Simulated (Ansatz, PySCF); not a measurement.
Complex: CH5N (SMILES CN) (first 7 atoms) with CH2O2 (SMILES O=CO); geometry from B3LYP-D3(BJ)/def2-TZVP.
(charge 0, multiplicity 1):
```xyz
12

C      0.19514     0.64616     0.15494
N     -0.56010    -0.44250     0.79307
H      0.98552     0.95850     0.83592
H     -0.46976     1.49363    -0.01173
H      0.64670     0.36391    -0.80059
H      0.05627    -1.22401     0.99038
H     -1.30299    -0.77824     0.19093
O      1.19811    -0.13327     3.36730
C      0.18162     0.24826     3.89875
O     -1.00297     0.35440     3.32396
H      0.13697     0.55812     4.95369
H     -0.92832     0.04879     2.35152
```

Basis-set superposition error: the interaction energy with monomers in their own basis, and in the dimer's basis (counterpoise).

The values were computed with Ansatz (a program for electronic structure) with Gaussian orbitals; PySCF for 6-31G* rows. 

```
level                  uncorrected (kcal/mol)  counterpoise (kcal/mol)  difference
---------------------  ----------------------  -----------------------  ----------
HF/aug-cc-pVDZ                         -10.67                   -10.03        0.64
PBE/def2-TZVPPD                        -14.34                   -14.18        0.16
r2SCAN/def2-TZVPPD                     -15.61                   -15.46        0.14
BHLYP/def2-TZVPPD                      -13.79                   -13.67        0.12
CAM-B3LYP/def2-TZVPPD                  -14.37                   -14.23        0.15
wB97X-V/def2-TZVPPD                    -15.01                   -14.88        0.13
MP2/6-31G*                             -17.43                   -13.13        4.30
MP2/aug-cc-pVDZ                        -15.66                   -13.43        2.23
SCS-MP2/aug-cc-pVDZ                    -14.20                   -11.92        2.28
CCSD/aug-cc-pVDZ                       -14.25                   -12.15        2.10
```

The error is largest for MP2/6-31G* (4.30 kcal/mol) and smallest for BHLYP/def2-TZVPPD (0.12 kcal/mol).
